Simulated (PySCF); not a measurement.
**Worked example: dipole moment from atomic charges**

NbOCl₃, SMILES [O]=[Nb]([Cl])([Cl])[Cl], multiplicity 1. Atoms are numbered in the order given.

```xyz
5

Nb     0.0000     0.0000    -0.2178
O      0.0000     0.0000    -1.8904
Cl     1.8832     1.0873     0.4717
Cl    -1.8832     1.0873     0.4717
Cl     0.0000    -2.1745     0.4717
```

The structure is a stationary point at PBE0-D3(BJ)/def2-SVP. The spin state was assumed, not searched. The isomer is the one that the SMILES or the coordinates give; other isomers of the formula were not compared. The def2 effective core potentials stand for the cores of Nb; spin–orbit coupling is left out.

Charges (e) from r2SCAN/def2-TZVP run with PySCF:

```json
[
 {"atom": "Nb1", "ESP fit": "0.560", "Mulliken": "1.497"},
 {"atom": "O2", "ESP fit": "-0.259", "Mulliken": "-0.486"},
 {"atom": "Cl3", "ESP fit": "-0.101", "Mulliken": "-0.337"},
 {"atom": "Cl4", "ESP fit": "-0.101", "Mulliken": "-0.337"},
 {"atom": "Cl5", "ESP fit": "-0.099", "Mulliken": "-0.337"}
]
```

The dipole moment of the full density is 1.04 D.

### Question
What dipole moment does each set of point charges give, and which comes closer to that of the density?

### Answer

μ = Σ q r, and 1 e Å = 4.8032 D.
ESP fit: Σ q r = (0.000, -0.004, 0.226) e Å, |μ| = 1.08 D.
Mulliken: Σ q r = (0.000, 0.000, 0.116) e Å, |μ| = 0.56 D.
ESP fit comes closer in size. Point charges leave out the atoms' own dipoles (lone pairs, polarised bonds); fits to the potential absorb them, partitions of the density don't.
